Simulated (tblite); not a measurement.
Species: C6H10O2SSi.
SMILES with atom numbers: `[CH3:1][S:2]/[CH:3]=[CH:4]\[C@H:5]1[O:6][CH2:7][SiH2:8][C:9]1=[O:10]` (hydrogens: H11, H12, H13 on C1; H14 on C3; H15 on C4; H16 on C5; H17, H18 on C7; H19, H20 on Si8)

The geometry is computed with GFN2-xTB (gas phase).

Some entries are withheld. Bonds in one row agree within 0.01 Å.

```
            coordinate    value
                 C1–S2        ?
                 S2–C3  1.749 Å
                 C3=C4        ?
                 C4–C5  1.500 Å
                 C5–O6        ?
                 O6–C7  1.426 Å
                C7–Si8        ?
                Si8–C9  1.926 Å
                C9=O10  1.203 Å
                 C5–C9  1.532 Å
C1–H11, C1–H12, C1–H13  1.086 Å
                C3–H14  1.079 Å
                C4–H15  1.080 Å
                C5–H16  1.095 Å
                C7–H17  1.098 Å
                C7–H18  1.090 Å
               Si8–H19  1.460 Å
               Si8–H20  1.457 Å
              C1–S2–C3    99.1°
              S2–C3–C4        ?
              C3–C4–C5   123.8°
              C4–C5–O6   114.3°
              C4–C5–C9   104.7°
              O6–C5–C9        ?
              C5–O6–C7   113.6°
             O6–C7–Si8   105.7°
             C7–Si8–C9    89.2°
            Si8–C9–O10   129.6°
             C5–C9–Si8   106.2°
             C5–C9–O10        ?
```

**Question.** Fill in the missing values.

**Answer.** 
- C1–S2 = 1.821 Å, drawn single (S-methyl carbon to sulfide sulfur); 0.01 Å above the sum of covalent radii, 1.81 Å.
- C3=C4 = 1.329 Å, drawn double (both ends alkene CH carbon); 0.13 Å below the sum of covalent radii, 1.46 Å.
- C5–O6 = 1.406 Å, drawn single (sp3 carbon bound to oxygen to cyclic ether oxygen); 0.01 Å below the sum of covalent radii, 1.42 Å.
- C7–Si8 = 1.913 Å, drawn single (sp3 carbon bound to oxygen to SiH2 silicon); 0.04 Å above the sum of covalent radii, 1.87 Å.
- S2–C3–C4 = 124.5°, at the alkene CH carbon; the outer atoms are 2.731 Å apart.
- O6–C5–C9 = 110.2°, at the sp3 carbon bound to oxygen, inside a 5-membered ring; the outer atoms are 2.410 Å apart.
- C5–C9–O10 = 124.1°, at the carbonyl carbon; the outer atoms are 2.421 Å apart.

Radii are Cordero's, carbon taken as 0.76, 0.73 or 0.69 Å for four, three, and two or fewer neighbours.

Its GFN2-xTB frequencies are all real (lowest 25 cm⁻¹). The numbers are those of one conformer (C1–S2–C3–C4 -167°, C3–C4–C5–O6 137°, C4–C5–O6–C7 75°, C5–O6–C7–Si8 40°, O6–C7–Si8–C9 -20°, C7–Si8–C9–O10 -178°). 3 starts were optimised and ended at 0.00, 0.08 and 1.34 kcal/mol (GFN2-xTB); the lowest of these is shown.
